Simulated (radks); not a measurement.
Q: Numerical settings for neutral tungsten, [Xe] 4f14 5d4 6s2. All-electron calculation, Dirac Kohn-Sham, PBE, spin-unpolarised, spherical densities, finite nucleus; open shells fill j = l - 1/2 first; Fermi nuclear charge, rms radius 5.3658 fm. Program: a radial shooting solver on a logarithmic mesh with Libxc functionals. The defaults (mesh step 0.008 in ln r, mesh end at 40 bohr or more with all orbitals vanishing there, Anderson mixing 0.5 over 9 steps, residual threshold near 1e-9 with the energy settled to 1e-9 hartree or 1e-11 of itself, here a cap of 71 iterations) give E = -16163.3878 hartree and 5d3/2 at -4.648 eV in 15 iterations. Run on one thread of a shared host, so times are rough (Arm Neoverse N1): 0.23 s of CPU time, 0.23 s wall, 15 iterations on 2440 mesh points. One setting is changed at a time: mesh step in ln r 0.05; mesh step in ln r 0.12; mesh step in ln r 0.02; mesh end (bohr) 2; mesh end (bohr) 1; residual threshold 1e-16; residual threshold 1e-13; mixing 0.01; linear mixing, mixing 0.2; linear mixing, mixing 0.8; mixing history 3; iteration cap 2. Which runs fail to converge, and which converge to a wrong energy?

A: Not converged within the cap: mesh step in ln r 0.12; residual threshold 1e-16; linear mixing, mixing 0.2; linear mixing, mixing 0.8; iteration cap 2. Settled on a wrong energy, with an occupied level pushed above zero by the early mesh end: mesh end (bohr) 2 (+17.7 hartree); mesh end (bohr) 1 (+322 hartree). Apart from these: no run marked as converged misses the energy by more than 1 mhartree.
